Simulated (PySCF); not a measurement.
**Stationary points of Se(OH)₂**

Computed with PySCF, PBE0, basis Se def2-TZVP, O def2-TZVP, H def2-TZVP (no relativity, density fitting).

Relaxations began from a few typed shapes. The search is not exhaustive: other isomers or separated fragments can lie lower, and high-lying points may rest on an excited occupation.

```tsv
spin	group	bonds	angles	imaginary modes (cm⁻¹)	ΔE (kJ/mol)	ΔE with ZPE (kJ/mol)
singlet	C2	O–H 0.963 Å (×2), Se–O 1.782 Å (×2)	H–O–Se 107.7° (×2), O–Se–O 100.8°	none	0.0	0.0
singlet	C2h	O–H 0.967 Å (×2), Se–O 1.868 Å (×2)	H–O–Se 110.8° (×2), O–Se–O 180.0°	323i	223.1	–
```

The lowest minimum found is the singlet C2: O–H 0.963 Å (×2), Se–O 1.782 Å (×2); H–O–Se 107.7° (×2), O–Se–O 100.8°.
